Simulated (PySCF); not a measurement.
**Orbital picture of SiSb⁻**

RHF at R = 2.304 Å; Si def2-SVPD, Sb def2-SVPD with ECP28; scalar-relativistic core potentials (PySCF 2.14). State: ¹Σ⁺ (singlet), closed shell. Only the outer orbitals are listed, counted within each symmetry, core potentials removing the inner ones.

```
orbital  occ.  ε (eV)  on Si (%)            main shells (%)
     7σ     2  -13.73         40           57 Sb s, 34 Si s
     8σ     2   -7.90         57  51 Si s, 30 Sb s, 13 Sb p
     9σ     2   -2.86         53   44 Si p, 41 Sb p, 8 Si s
     4π     2   -2.14         35           64 Sb p, 33 Si p
     4π     2   -2.14         35           64 Sb p, 33 Si p
     5π     0    5.84         55  37 Si p, 27 Sb d, 18 Sb p
     5π     0    5.84         55  37 Si p, 27 Sb d, 18 Sb p
    10σ     0    6.65         89  98 Si s, 16 Sb s, 13 Sb d
```

Q: Which are the highest filled and the lowest empty level, where do they sit, and how wide is the gap?

A: Highest filled 4π at -2.14 eV (in %: 64 Sb p, 33 Si p); lowest empty 5π at 5.84 eV (in %: 37 Si p, 27 Sb d, 18 Sb p); the gap at RHF is 7.98 eV. An empty level above zero is unbound, and its energy depends on the basis.

```json
{
 "bond order (Mayer)": "2.87",
 "⟨S²⟩": "0.000",
 "charge on Si (Mulliken, basis-dependent)": "-0.38",
 "charge on Si (Löwdin, basis-dependent)": "-0.49",
 "dipole moment (positive dipole points towards Sb; it is taken about the centre of mass and depends on that origin)": "2.51 D",
 "polarisability along the bond": "157.5 bohr³",
 "polarisability across the bond": "82.6 bohr³"
}
```

Spin–orbit coupling is left out.
